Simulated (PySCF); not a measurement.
## BiF5: from a saddle point downhill

PySCF 2.14.0, RKS PBE0, Bi def2-SVP with ECP60, F def2-SVP; non-relativistic Hamiltonian with scalar-relativistic core potentials where named; density fitting; no spin-orbit coupling. Relaxed within the symmetry of its start, the geometry (C4v) is

```xyz
6

Bi    0.0000    0.0000   -0.0128
F     0.0000    0.0000    1.9690
F     1.9465    0.0000   -0.4571
F     0.0000    1.9465   -0.4571
F    -1.9465    0.0000   -0.4571
F     0.0000   -1.9465   -0.4571
```

and its lowest harmonic modes are -47, 153, 153, 183, 214, 214 cm⁻¹ (negative: unstable). It was moved along the lowest mode and relaxed again, within the group C2v that the move left.

(1) Where does it end, and how much lower?

(2) How do the contacts change?

(3) Is the end a minimum?

State: singlet.

## Answers

(1) In C2v, 0.027 eV lower, after 9 steps:
```xyz
6

Bi    0.0000    0.0000    0.0067
F     0.0000    0.0000    1.9947
F     1.9982    0.0000   -0.0430
F     0.0000    1.7762   -0.8937
F    -1.9982    0.0000   -0.0430
F     0.0000   -1.7762   -0.8937
```

(2) 
| contact | saddle (Å) | end (Å) |
| --- | --- | --- |
| Bi1–F2 (F) | 1.982 | 1.988 |
| Bi1–F3 (F) | 1.997 | 1.999 |
| Bi1–F4 (F) | 1.997 | 1.991 |
| Bi1–F5 (F) | 1.997 | 1.999 |
| Bi1–F6 (F) | 1.997 | 1.991 |


(3) Yes; lowest modes 61, 83, 188, 193, 205, 207 cm⁻¹.
